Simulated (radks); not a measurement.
Te3+, 49 electrons, occupied as [Kr] 4d10 5s2 5p1. Calculated with a radial shooting solver on a logarithmic mesh with Libxc functionals: scalar-relativistic Kohn-Sham, LDA (Slater exchange, VWN5 correlation), spin-polarised, spherical densities, finite nucleus; open shells are filled with parallel spins first (spin-orbit coupling, left out, can overturn this in heavy ions); Fermi nuclear charge, rms radius 4.7423 fm.

Normalised radial functions P(r) = r R(r), r in bohr:

r	4d up	5p down
0.0009681	0.0000	0.0004
0.001281	0.0000	0.0006
0.001708	0.0000	0.0011
0.002261	0.0000	0.0018
0.002991	0.0001	0.0029
0.003989	0.0001	0.0048
0.005278	0.0003	0.0077
0.006984	0.0006	0.0125
0.009241	0.0014	0.0200
0.01232	0.0030	0.0319
0.01631	0.0064	0.0489
0.02158	0.0133	0.0727
0.02878	0.0275	0.1038
0.03808	0.0541	0.1372
0.05038	0.1016	0.1639
0.0672	0.1828	0.1664
0.08891	0.2992	0.1220
0.1176	0.4419	0.0185
0.1557	0.5676	-0.1247
0.2076	0.5913	-0.2393
0.2747	0.4137	-0.2183
0.3634	0.0032	-0.0212
0.4847	-0.5528	0.2617
0.6414	-0.9864	0.3906
0.8486	-1.1068	0.2125
1.132	-0.9000	-0.2182
1.498	-0.5547	-0.6229
1.982	-0.2537	-0.7791
2.622	-0.0805	-0.6347
3.497	-0.0150	-0.3358
4.627	-0.0015	-0.1115
6.122	-0.0001	-0.0205

4d up: eigenvalue -72.545 eV, 1 radial node at r = 0.364 bohr, <r> = 0.967 bohr, 90 % of the charge inside 1.48 bohr. 5p down (empty): eigenvalue -31.491 eV, 3 radial nodes at r = 0.122, 0.372, 0.989 bohr, <r> = 2.22 bohr, 90 % of the charge inside 3.21 bohr.
